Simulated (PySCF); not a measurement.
# Reading the logs of faulty runs: BClH4Si2

These are calculations, not measurements. They come from PySCF 2.14.0, an open-source quantum chemistry program, on an isolated molecule that a program drew, which may never have been made. The molecule is BClH4Si2 (charge 0, singlet), drawn as the SMILES string `[SiH][SiH2]BCl`.

Each row is a Hartree-Fock (HF) and frozen-core CCSD(T) single point in the cc-pV(D+d)Z basis, meant for a local HF minimum. Run 1 is clean. Each other run has one planted mistake out of seven kinds, and not every kind appears here: one electron removed, one electron added, multiplicity raised by two, geometry at a saddle point, minimal basis STO-3G, one bond length entered in bohr, all coordinates scaled. The reference is restricted for singlets and unrestricted otherwise, and also for a bond in bohr. Adding or removing an electron swaps singlet and doublet. Electrons count all cores. HOMO and LUMO are orbital energies over both spins, the gradient is its largest component, and the lowest frequency (negative if imaginary) is given only where the gradient is small. Bond lengths are over the 7 bonds as drawn. T1 is the CCSD diagnostic: over 0.02 (restricted) or 0.045 (unrestricted) a single reference is doubtful.

Geometry of the clean run:
```xyz
8
BClH4Si2, angstrom
Si    2.1744    0.6901   -2.0107
Si   -0.1447    0.8749   -1.3241
B    -0.3423    0.2751    0.6084
Cl   -0.0161    1.4063    1.9305
H     2.2991   -0.6983   -1.4117
H    -0.6652    2.2512   -1.5168
H    -0.8953   -0.0423   -2.2284
H    -0.6049   -0.8424    0.9391
```

| run | electrons | basis functions | <S^2> | HOMO (eV) | LUMO (eV) | gradient (hartree/bohr) | lowest frequency (cm^-1) | mean bond (Å) | longest bond (Å) | T1 | HF (hartree) | CCSD(T) (hartree) | mistake |
|---|---|---|---|---|---|---|---|---|---|---|---|---|---|
| 1 | 54 | 103 | 0.000 | -8.65 | -0.14 | 4.1e-05 | 31 | 1.7022 | 2.426 | 0.0177 | -1064.34850 | -1064.82828 | no fault |
| 2 | 55 | 103 | 0.768 | -1.94 | 5.67 | 2.2e-02 | - | 1.7022 | 2.426 | 0.0235 | -1064.38530 | -1064.87728 | one electron added |
| 3 | 54 | 103 | 2.016 | -8.34 | -0.37 | 2.5e-02 | - | 1.7022 | 2.426 | 0.0197 | -1064.33628 | -1064.79515 | multiplicity raised by two |
| 4 | 54 | 103 | 1.066 | -8.26 | -0.38 | 7.6e-03 | - | 1.8917 | 2.817 | 0.0780 | -1064.24618 | -1064.71717 | one bond length entered in bohr |
| 5 | 53 | 103 | 0.781 | -15.32 | -6.70 | 3.3e-02 | - | 1.7022 | 2.426 | 0.0251 | -1064.06811 | -1064.51979 | ? |
| 6 | 54 | 103 | 0.000 | -8.73 | -0.25 | 2.9e-02 | - | 1.7975 | 2.561 | 0.0178 | -1064.33045 | -1064.81194 | ? |

**Which mistake was planted in run 5, and what did it cost?**

It counts 53 electrons, one fewer than the clean run, at the same geometry and basis. So the mistake is: one electron removed. Subtracting run 1 and multiplying by 627.51 kcal/mol a hartree, the energy moved by 175.9 kcal/mol in HF and 193.6 kcal/mol in CCSD(T).

**Which mistake was planted in run 6, and what did it cost?**

The mean and the longest bond both change by the same factor, 1.056, and the gradient is no longer small. So the mistake is: all coordinates scaled. Subtracting run 1 and multiplying by 627.51 kcal/mol a hartree, the energy moved by 11.3 kcal/mol in HF and 10.3 kcal/mol in CCSD(T).

Cautions from the logs. Run 4: T1 is over the limit, so its CCSD(T) energy is less reliable.
